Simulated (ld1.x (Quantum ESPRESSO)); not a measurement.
# Pt, PAW: configuration errors across variants

- Element: platinum
- Generator: ld1.x (Quantum ESPRESSO) 7.5
- Type: PAW
- Functional: LDA (PZ)
- Relativity: scalar-relativistic
- Frozen core: [Xe] 4f14
- Valence charge: 10
- Reference configuration: 5d8 6s0 6p0 (charge +2)
- Partial waves: 6s (bound, empty): rcut 2.30, rcutus 2.45 bohr; 6s channel at 0.7 Ry: rcut 2.30, rcutus 2.45 bohr; 6p (bound, empty): rcut 2.80, rcutus 3.05 bohr; 6p channel at -0.45 Ry: rcut 2.80, rcutus 3.05 bohr; 5d (bound): rcut 1.35, rcutus 1.65 bohr; 5d channel at -1.6 Ry: rcut 1.35, rcutus 1.65 bohr
- Local potential: all-electron potential smoothed inside 1.50 bohr (lloc = -1)
- Core correction: Bessel-smoothed model core inside 0.75 bohr
- Augmentation charge: PSQ, inside the norm-conserving radii

All-electron excitation energies from the reference (eV): (1) 5d9 6s1 6p0 -29.804; (2) 5d9 6s0 6p0 -20.259; (3) 5d7 6s0 6p0 32.512; (4) 5d8 6s2 6p0 -28.873; (5) 5d9.5 6s0.5 6p0 -29.890; (6) 5d9 6s0.5 6p0 -25.943; (7) 5d10 6s0 6p0 -29.750; (8) 5d8 6s0 6p0 spin -0.564; (9) 5d9 6s1 6p0 spin -30.183.

Spin tests fill each open shell by Hund’s rule, majority spin first.

A true bound ghost makes a file unfit for plane-wave use even where its test errors are small: the radial tests pick states by their node count and pass the ghost by.

Errors AE − PS in meV (a dash: test not solved or not reliable):

| change | (1) | (2) | (3) | (4) | (5) | (6) | (7) | (8) | (9) | bound ghosts |
| --- | --- | --- | --- | --- | --- | --- | --- | --- | --- | --- |
| base | -21 | -30 | -77 | +5.3 | -46 | -26 | -75 | -3.9 | -21 | s, p |
| core correction a·sin(br)/r model core, default radius (ld1.x builds one for every PAW set, though the input has nlcc=.false.) | -28 | -40 | -98 | +16 | -62 | -36 | -101 | +12 | -27 | s, p |
| core correction Bessel-smoothed model core inside 0.68 bohr | -21 | -30 | -77 | +5.3 | -46 | -26 | -75 | -3.9 | -21 | s, p |
| core correction Bessel-smoothed model core inside 0.88 bohr | -21 | -30 | -77 | +5.3 | -46 | -26 | -75 | -3.9 | -21 | s, p |
| core correction Bessel-smoothed model core inside 1.10 bohr | -21 | -30 | -77 | +5.3 | -46 | -26 | -75 | -3.9 | -21 | s, p |
| core correction Bessel-smoothed model core inside 1.24 bohr | -21 | -30 | -77 | +5.3 | -46 | -26 | -75 | -3.8 | -21 | s, p |
| core correction Bessel-smoothed model core inside 1.46 bohr | -21 | -30 | -77 | +5.3 | -46 | -26 | -75 | -3.7 | -21 | s, p |
| core correction Bessel-smoothed model core inside 1.66 bohr | -21 | -30 | -76 | +5.3 | -46 | -26 | -75 | -3.2 | -21 | s, p |
| core correction Bessel-smoothed model core inside 1.94 bohr | -21 | -30 | -76 | +5.3 | -46 | -25 | -75 | -1.0 | -21 | s, p |

Give the same row for: core correction Bessel-smoothed model core inside 1.78 bohr.

-21, -30, -76, +5.3, -46, -26, -75, -2.6, -21; bound ghosts: s, p.
